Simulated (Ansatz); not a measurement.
Z-matrix (Å, degrees):
```
Zr
F 1 1.8948
F 1 1.8948 2 108.84
F 1 1.8948 2 108.84 3 -118.50
Cl 1 2.3504 2 110.10 4 -120.75
```
Charge 0, multiplicity 1.

Computed with frozen-core CCSD(T)/def2-TZVPP // r2SCAN-D4/def2-SVP (Ansatz, a quantum-chemistry and plane-wave program).

The HF energy is -804.84765 Ha and the MP2 correlation energy is -1.28312 Ha.

Problem. Estimate the CCSD correlation energy, the (T) correction, the total energy and the T1 diagnostic.

Solution. 
* **CCSD correlation energy**: -1.28721 Ha
* **(T) correction**: -0.04847 Ha
* **CCSD(T) total energy**: -806.18334 Ha
* **T1 diagnostic**: 0.017
